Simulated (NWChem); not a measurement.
# C2H3FO2Si; SMILES O=C1OC[Si@H]1F

```xyz
9

O      1.3264    -1.8264     0.0587
C      0.4616    -1.0184    -0.0119
O     -0.8652    -1.2760     0.2467
C     -1.5437    -0.0040     0.1212
Si     0.0616     0.8252    -0.4470
F      0.6730     1.9870     0.5019
H     -2.3696    -0.0868    -0.6012
H     -1.9456     0.3144     1.0954
H      0.1983     1.2909    -1.8519
```
Atoms are numbered in this order, from 1.

All runs: NWChem. Coordinates come from a PBE0/def2-SVP optimisation. Hybrids' shares of exact exchange are those that their runs print; pure functionals count as 0. The functionals differ in more than this share.

| row | share of exact exchange | orbital gap (eV) |
|---|---|---|
| PBE/def2-TZVP | 0.00 | 3.98 |
| BLYP/def2-TZVP | 0.00 | 4.03 |
| TPSSh/def2-TZVP | 0.10 | 5.15 |
| B3LYP/def2-TZVP | 0.20 | withheld |
| PW6B95/def2-TZVP | 0.28 | 6.58 |

**Question.** Fit a straight line of the last column on the one before it, predict the withheld value, and compare with the run.

**Answer.** 
1. Means of the 4 shown rows: x = 0.095, y = 4.935. Slope Σ(x − x̄)(y − ȳ)/Σ(x − x̄)² = 0.4821/0.05230 = 9.218; intercept 4.059.
2. The shown rows scatter about the line by 0.099 (root mean square); the largest residual is +0.17, at TPSSh/def2-TZVP.
3. At x = 0.20 (B3LYP/def2-TZVP; inside the shown range) the line gives 5.90.
4. The run gives 5.97, +0.07 from the line, 0.7 times the scatter.
